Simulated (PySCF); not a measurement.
# Dipole response of N⁺ (nitrogen, charge +1)

[He] 2s2 2p2, high-spin 3P determinant. All numbers are calculated (PySCF 2.14, scalar relativity by spin-free X2C-1e, in x2c-TZVPPall with one added diffuse shell each of s, p, d type (6s4p3d1f, 40 functions)). Coupled (time-dependent) response in atomic units; α is the mean over directions.

```
method  mean α (bohr³)         α xx, yy, zz  C₆ (like pair)  S(−4)
   UHF           3.903  3.969, 3.869, 3.869           8.144  13.25
   PBE           3.905  3.909, 3.903, 3.903           8.438  10.39
  PBE0           3.852  3.876, 3.840, 3.840           8.247  10.42
 TPSSh           3.895  3.913, 3.886, 3.886           8.445  10.54
 B3LYP           3.817  3.851, 3.800, 3.800           8.162  9.877
```

S(−4) is the Cauchy moment in α(ω) = α(0) + S(−4) ω² + …

α(iu) at UHF:

```tsv
u (hartree)	α(iu) (bohr³)
0	3.903
0.0500	3.870
0.100	3.779
0.200	3.483
0.300	3.129
0.500	2.467
0.750	1.845
1.00	1.412
1.50	0.8893
2.00	0.6044
3.00	0.3267
5.00	0.1376
```

A single London oscillator, α(iu) = α/(1 + u²/ω²), gives C₆ = (3/4) ω α². Matching the computed C₆ needs ω = 4 × 8.144 / (3 × 3.903²) = 0.713 hartree.

For an ion, C₆ is the dispersion term alone; charge-induced terms of lower order in 1/R come first.

The components differ because the open shell of this determinant is not spherical; for a pure term their mean is the scalar polarisability.
